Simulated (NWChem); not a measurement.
System: C4H4S2; SMILES Sc1cccs1

Input file for NWChem:

```
start job
memory heap 200 mb stack 900 mb global 1100 mb
geometry units angstroms
  S      2.094640    -0.409281    -0.132504
  C      0.345131    -0.288153    -0.043472
  C     -0.537638    -1.322810    -0.105995
  C     -1.878656    -0.889611    -0.004382
  C     -1.994933     0.453693     0.132467
  S     -0.461107     1.237712     0.141693
  H      2.323999     0.896692    -0.014581
  H     -0.237160    -2.347990    -0.219774
  H     -2.719558    -1.558755    -0.032915
  H     -2.881964     1.046493     0.229711
end
basis spherical
  * library 6-31g*
end
dft
  xc b3lyp
  iterations 150
end
driver
  maxiter 120
end
task dft optimize
task dft freq
```

The optimisation ended at a saddle point (imaginary frequency).

The level has its own optimisation; frequencies are unscaled. Brackets give each atom's bonded neighbours.

Task: Give the results of this calculation. (B3LYP/6-31G* (spherical d).) Quantities: r C–S [C(CSS)–S(CH)] (Å); r H–S (Å); r C–C [C(CCH)–C(CSS)] (Å); r C–S [C(CSS)–S(CC)] (Å); highest harmonic frequency (cm⁻¹); lowest (cm⁻¹); zero-point energy (kcal/mol); dipole (D).

Result: 
```json
{
  "r C–S [C(CSS)–S(CH)] (Å)": "1.775",
  "r H–S (Å)": "1.349",
  "r C–C [C(CCH)–C(CSS)] (Å)": "1.371",
  "r C–S [C(CSS)–S(CC)] (Å)": "1.747",
  "highest harmonic frequency (cm⁻¹)": "3275",
  "lowest (cm⁻¹)": "-214",
  "zero-point energy (kcal/mol)": "41.2",
  "dipole (D)": "0.87"
}
```
